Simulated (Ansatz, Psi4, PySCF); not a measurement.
palladium atom (Pd), singlet (core potentials on Pd). Base run: PySCF with B3LYP/def2-TZVP.

Input for PySCF:
```python
from pyscf import gto, scf, dft

mol = gto.Mole()
mol.atom = '''
    Pd    0.000000    0.000000    0.000000
'''
mol.basis = 'def2-tzvp'
mol.ecp = {'Pd': 'def2-tzvp'}
mol.charge = 0
mol.spin = 0
mol.verbose = 4
mol.build()

mf = dft.RKS(mol)
mf.xc = 'b3lyp'
mf.kernel()
```

The same geometry, method and basis name were run in Ansatz (a program for electronic structure) and Psi4 and PySCF, at each program's defaults and at the settings that a row names. The base is PySCF at its defaults. Differences at the defaults can come from grids, fitting, cores and function types together.

```json
[
 {"code and settings": "PySCF, defaults (exact integrals, its default grid, spherical functions)", "ΔE vs base (µEh)": "0.0", "basis functions": "40", "E (Eh)": "-127.91603", "SCF cycles": "10"},
 {"code and settings": "Psi4, defaults (density fitting with its default set, its default grid, spherical functions)", "ΔE vs base (µEh)": "-0.8", "basis functions": "40", "E (Eh)": "-127.91603", "SCF cycles": "8"},
 {"code and settings": "Ansatz, defaults (factorised integrals, its default grid, spherical functions)", "ΔE vs base (µEh)": "4.7", "basis functions": "40", "E (Eh)": "-127.91602", "SCF cycles": "-"},
 {"code and settings": "PySCF, density fitting with def2-universal-jkfit", "ΔE vs base (µEh)": "0.8", "basis functions": "40", "E (Eh)": "-127.91603", "SCF cycles": "10"},
 {"code and settings": "PySCF, fine grid", "ΔE vs base (µEh)": "-0.1", "basis functions": "40", "E (Eh)": "-127.91603", "SCF cycles": "10"},
 {"code and settings": "Psi4, exact integrals, spherical functions, fine grid", "ΔE vs base (µEh)": "-0.3", "basis functions": "40", "E (Eh)": "-127.91603", "SCF cycles": "10"},
 {"code and settings": "Ansatz, high accuracy", "ΔE vs base (µEh)": "-0.1", "basis functions": "40", "E (Eh)": "-127.91603", "SCF cycles": "-"}
]
```
